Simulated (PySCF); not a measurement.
Si(H)2(Br)(OH), H3BrOSi, SMILES [SiH2](O)Br, CAM-B3LYP/def2-SVP optimised geometry. Atoms within 1.6 Å of the plane z = 0.6 Å (x, y, z in Å): Si1 (-0.82, -0.30, 0.00), O2 (-1.42, -1.12, 1.30), Br3 (1.42, -0.30, 0.00), H5 (-1.22, 1.12, 0.00), H6 (-1.20, -0.82, 2.19).

Level of theory: CAM-B3LYP/def2-TZVP (PySCF).

Map of the Laplacian of the electron density (e/bohr⁵), clipped to [-1.50, 1.50] on the plane z = 0.6 Å:

```
|0000000000000000000000000000000|
|0000000000000000000000000000000|
|0000000000000000000000000000000|
|0000000000000000000000000000000|
|0000000000000000000000000000000|
|0000000000000000000000000000000|
|0000000000000000000000000000000|
|0000000000000000000000000000000|
|0000000000000000000000000000000|
|0000000000000000000000000000000|
|0000000000000000000000000000000|
|0000000000000000000000000000000|
|0000000000000000000000000000000|
|0000000000000000000000000000000|
|0000000000011000000000000000000|
|0000000000255200000049400000000|
|0000000001499400000199910000000|
|0000000011399300000099910000000|
|0000001111122100000013100000000|
|0000001222110000000000000000000|
|0000001233210000000000000000000|
|0000001233211000000000000000000|
|0000000122210000000000000000000|
|0000000011100000000000000000000|
|0000000000000000000000000000000|
|0000000000000000000000000000000|
|0000000000000000000000000000000|
|0000000000000000000000000000000|
|0000000000000000000000000000000|
|0000000000000000000000000000000|
|0000000000000000000000000000000|
```
Scale: ten equal steps from -0.034 (start of '0') to 1.50 (end of '9'), in the order '0123456789'; x runs from -3.50 to 3.50, y from -3.50 (bottom) to 3.50 (top).
